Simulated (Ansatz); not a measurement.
H2O2 (SMILES OO) at its CCSD(T)/cc-pVTZ minimum, average atomic masses, point group C2.
(charge 0, multiplicity 1):
```xyz
4

O     -0.61842    -0.03255     0.38575
O      0.61845    -0.02893    -0.38600
H     -1.17606     0.48821    -0.20344
H      1.17562     0.48762     0.20732
```

Correlated levels freeze the cores.

Programs: Ansatz (Gaussian orbitals). Values without a source in brackets are computed.

Harmonic frequencies (cm⁻¹): 372 912 1323 1436 3808 3809.

Q: Work out the rotational constants, the zero-point energy, and the ideal-gas entropy and heat capacity at 298.15 K and 1 bar (rigid rotor, harmonic oscillator).

A: 
Principal moments 1.673, 19.222, 19.875 u Å² give 16.8576/I = 10.08, 0.8770, 0.8482 cm⁻¹. Zero point: Σω/2 = 5830 cm⁻¹ = 16.67 kcal/mol. Translation R(1.5 ln M + 2.5 ln T − 1.1517) with M = 34.014 u: 152.84 J/(mol K). Rotation with σ = 2: q = 965.6, S = R(ln q + 3/2) = 69.61. Vibration, summed over R(u/(eᵘ − 1) − ln(1 − e⁻ᵘ)) with u = 1.43878ω/T: 5.21, of which the lowest mode gives 4.48. S° = 227.7 J/(mol K); C_p = 4R + 9.39 = 42.65 J/(mol K).

Ansatz is a program for electronic structure.
